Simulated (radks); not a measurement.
Excited configurations of Te I: one electron is placed in a higher orbital outside [Kr] 4d10 5s2 5p3. The ground configuration is [Kr] 4d10 5s2 5p4. Calculated with a radial shooting solver on a logarithmic mesh with Libxc functionals: scalar-relativistic Kohn-Sham, r2SCAN, spin-polarised, spherical densities, finite nucleus; open shells are filled with parallel spins first (spin-orbit coupling, left out, can overturn this in heavy ions); meta-GGA in the generalised Kohn-Sham scheme; Fermi nuclear charge, rms radius 4.7423 fm. Excitation = E - E(ground); binding = E(ion) - E, where the ion is the core of charge +1; n* = 1/sqrt(2 binding) in atomic units, and the quantum defect is n - n*.

outer orbital  excitation (eV)  binding (eV)     n*  quantum defect  <r> (bohr)
5d                       6.403         1.999  2.609           2.391       7.135
6s                       5.008         3.394  2.002           3.998       6.307
6p                       6.158         2.244  2.462           3.538       8.600
7s                       6.845         1.557  2.956           4.044       13.57
7p                       7.220         1.182  3.393           3.607       17.39
7d                       7.651         0.752  4.254           2.746       26.30
7f                       8.080         0.323  6.495           0.505       64.36

The Delta-SCF ionisation energy is 8.402 eV (NIST Atomic Spectra Database: 9.010 eV, measured). Self-interaction in the functional shifts the binding energies and quantum defects, so they are the method's values and not measured ones. Open shells are spherical and high-spin; term and fine-structure splittings are not resolved. Spin-orbit splitting is averaged out at the scalar-relativistic level.
